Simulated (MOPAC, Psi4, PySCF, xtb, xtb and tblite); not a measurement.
Relaxed torsion scan: SMILES [SiH3][SiH2][SeH], singlet. Scanned: dihedral Si1–Si2–Se3–H9; all other coordinates were relaxed at GFN2-xTB. Points at φ and −φ are mirror images.

Geometry of the scan point at -105° (Å):
```
9

Si    -1.6246     0.1928     0.2305
Si     0.6484     0.3351    -0.2316
Se     1.7793    -1.5528     0.5077
H     -2.2740     1.4258    -0.2169
H     -1.8873     0.0350     1.6623
H     -2.2508    -0.9320    -0.4657
H      1.3795     1.4251     0.4176
H      1.0097     0.3713    -1.6492
H      2.3813    -0.9374     1.6491
```

GFN2-xTB (xtb and tblite); B3LYP/def2-TZVP // GFN2-xTB (Psi4); B3LYP-D3(BJ)/def2-TZVP // GFN2-xTB (Psi4); PBE/def2-TZVP // GFN2-xTB (Psi4); PBE-D3(BJ)/def2-TZVP // GFN2-xTB (Psi4); M06-2X/def2-TZVP // GFN2-xTB (Psi4); MP2/cc-pVTZ = DF-MP2 (frozen core)/cc-pVTZ // GFN2-xTB (Psi4); HF/cc-pVTZ // GFN2-xTB (Psi4); PM6, restricted, heats of formation // GFN2-xTB (MOPAC); PM3, restricted, heats of formation // GFN2-xTB (MOPAC); GFN1-xTB // GFN2-xTB (xtb); RKS-B3LYP/6-31G* = restricted B3LYP/6-31G*, spherical d // GFN2-xTB (PySCF); RMP2/3-21G = restricted MP2 (frozen core)/3-21G // GFN2-xTB (PySCF 2.14.0); RKS-B3LYP/3-21G = restricted B3LYP/3-21G // GFN2-xTB in PySCF; RKS-B3LYP/LANL2DZ = PySCF with restricted B3LYP/LANL2DZ, with its core potentials past Ne // GFN2-xTB.

Least-squares fit of E(φ) = a0 + Σ (a_n cos nφ + b_n sin nφ), n = 1 to 4, to the 24 scan points, in kJ/mol above the lowest point of each profile (levels whose profile four harmonics don't fit are not listed):

```tsv
method	a0	a1	b1	a2	b2	a3	b3	a4	b4	rms of fit
GFN2-xTB	0.95	-0.41	0.00	-0.61	0.00	0.85	0.00	0.02	0.00	0.02
B3LYP/def2-TZVP	3.29	-2.54	0.00	0.49	0.00	1.69	0.00	0.21	0.00	0.19
B3LYP-D3(BJ)/def2-TZVP	3.31	-2.77	0.00	0.21	0.00	1.70	0.00	0.21	0.00	0.19
PBE/def2-TZVP	3.40	-2.78	0.00	0.51	0.00	1.67	0.00	0.22	0.00	0.19
PBE-D3(BJ)/def2-TZVP	3.41	-2.93	0.00	0.38	0.00	1.67	0.00	0.22	0.00	0.18
M06-2X/def2-TZVP	3.16	-2.62	0.00	0.06	0.00	1.64	0.00	0.21	0.00	0.18
MP2/cc-pVTZ	3.35	-2.65	0.00	-0.06	0.00	1.84	0.00	0.25	0.00	0.22
HF/cc-pVTZ	3.03	-1.94	0.00	0.31	0.00	1.81	0.00	0.22	0.00	0.21
PM6	2.62	1.72	0.00	0.12	0.00	1.23	0.00	0.13	0.00	0.17
PM3	1.74	-0.81	0.00	1.09	0.00	0.78	0.00	-0.05	0.00	0.03
GFN1-xTB	3.43	-2.78	0.00	-1.53	0.00	1.99	0.00	0.12	0.00	0.07
RKS-B3LYP/6-31G*	3.49	-2.18	0.00	0.88	0.00	1.86	0.00	0.27	0.00	0.19
RMP2/3-21G	3.55	-1.64	0.00	1.20	0.00	1.98	0.00	0.34	0.00	0.27
RKS-B3LYP/3-21G	3.57	-1.63	0.00	1.56	0.00	1.87	0.00	0.25	0.00	0.22
RKS-B3LYP/LANL2DZ	3.33	-2.35	0.00	0.96	0.00	1.60	0.00	0.20	0.00	0.17
```
